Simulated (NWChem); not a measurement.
# C4H4ClF; SMILES C(Cl)C(F)=C=C

```xyz
10

C      1.2008    -2.5491     0.0775
C      0.3726    -1.5403     0.0236
C     -0.4372    -0.5091    -0.0539
F     -1.6165    -0.4981     0.5785
C     -0.1693     0.7203    -0.8421
Cl    -0.0170     2.1676     0.2068
H      1.1602    -3.3642    -0.6550
H      1.9634    -2.6194     0.8624
H     -1.0040     0.9180    -1.5306
H      0.7599     0.6148    -1.4141
```
Atoms are numbered in this order, from 1.

Level: PBE0/def2-SVP (NWChem), optimised geometry, unscaled harmonic frequencies. 

Question: List the harmonic frequencies with IR intensities, and the thermochemistry.

Answer: 
| frequency (cm⁻¹) | IR intensity (km/mol) |
|---|---|
| 69 | 0.9 |
| 169 | 0.8 |
| 179 | 1.7 |
| 285 | 4.5 |
| 394 | 2.9 |
| 523 | 6.2 |
| 627 | 27.1 |
| 647 | 5.3 |
| 762 | 43.4 |
| 821 | 23.2 |
| 910 | 0.3 |
| 927 | 39.7 |
| 998 | 0.3 |
| 1150 | 15.2 |
| 1241 | 26.8 |
| 1311 | 150.0 |
| 1334 | 23.9 |
| 1437 | 22.1 |
| 1491 | 42.1 |
| 2116 | 8.8 |
| 3107 | 5.6 |
| 3137 | 2.1 |
| 3197 | 0.7 |
| 3228 | 0.0 |

| Item | Value |
|---|---|
| zero-point energy | 42.9 kcal/mol |
| thermal correction to the enthalpy at 298.15 K (with zero-point energy) | 47.6 kcal/mol |
| heat capacity Cv | 21.5 cal/(mol K) |
| entropy at 298.15 K and 1 atm (symmetry number 1) | 81.4 cal/(mol K) |
| dipole moment | 2.73 D |

Rigid rotor and harmonic oscillator; modes under 100 cm⁻¹ make the entropy uncertain.
